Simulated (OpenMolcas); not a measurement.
# Re5+ in a point-charge field

Re5+ among 6 point charges of -1.5 e arranged as an octahedron (Oh), 2.15 Å from the ion.

```yaml
Program: OpenMolcas
Method: CASSCF
Basis: ANO-RCC-VDZP [7s6p4d2f1g]
Scalar_Hamiltonian: DKH2, point nucleus
Active_space: 2 electrons in 5 orbitals (5d)
State_averaging: 2S+1 = 3 even, 10 roots; 2S+1 = 1 even, 15 roots
Spin-orbit_coupling: state interaction with AMFI integrals over the reference wave functions
```

The lowest spin-free states (labels of O, the rotations of Oh), above the lowest:

| State | Degeneracy | E (cm-1) | Free-ion L (%) |
| --- | --- | --- | --- |
| 3T1 | 3 | 0.0 | F (98) |
| 3T2 | 3 | 5124 | F (100) |
| 3A2 | 1 | 11134 | F (100) |
| 1T2 | 3 | 12539 | D (82) |
| 1E | 2 | 13124 | D (66) |
| 3T1 | 3 | 17251 | P (98) |
| 1T2 | 3 | 20496 | G (82) |
| 1A1 | 1 | 22318 | G (94) |
| 1T1 | 3 | 22604 | G (100) |
| 1E | 2 | 26102 | G (66) |
| 1A1 | 1 | 49187 | S (94) |

The lowest levels with spin-orbit coupling:

```
E (cm-1)  Degeneracy  Label      2S+1
     0.0           2      E         3
    1109           3     T2  3 (90 %)
    9307           3     T1         3
   11068           3     T2         3
   12167           1     A2         3
   13700           1     A1         3
   17301           3     T1         3
   18092           2      E  3 (86 %)
   19934           1     A1         3
   19976           2      E  1 (56 %)
   20669           3     T2  1 (56 %)
   21923           3     T2  3 (75 %)
   24397           3     T1         3
   30891           3     T2  3 (50 %)
   31274           2      E  3 (54 %)
   32955           1     A1         1
   33237           3     T1         1
   34230           3     T2  1 (54 %)
   38565           2      E  1 (77 %)
   61429           1     A1         1
```

Powder χT (cm3 K/mol): 0 at 2 K, 0.00311 at 10 K, 0.0155 at 50 K, 0.0311 at 100 K, 0.0622 at 200 K, 0.0938 at 300 K. The effective moment at 300 K is 2.828 √(χT) = 0.87 μB.

The lowest level has 2S+1 = 3, for which the spin-only value is χT = S(S+1) / 2 = 1.000 cm3 K/mol (g = 2). The computed 0.094 at 300 K differs by -0.906, through orbital momentum, spin-orbit coupling and any other state in reach. With a threefold ground state the orbital momentum is unquenched, so the spin-only value is not expected to hold.

A least-squares ligand-field fit to the states below 45000 cm-1, each weighted by its degeneracy and with a free common offset, gives 10Dq = 6101 cm-1, B = 865 cm-1 and C = 3535 cm-1 (C/B = 4.09), with an rms deviation of 55 cm-1.

Spin-orbit coupling mixes the spin-free states strongly: the lowest level takes only 70 % from its leading state, 3T1. Without dynamic correlation the repulsion within the d shell is too large (B by tens of per cent), so at a given field states of lower spin stand too high. This field is weak: 10Dq is about 6101 cm-1, while octahedral complexes of 5d ions of charge 3 and more, computed by the same method with explicit ligands, had a median near 35000 cm-1. Ground spin and moment need not be those of a real site. This is an electrostatic model: the charges have no orbitals. No measured value stands beside these numbers.
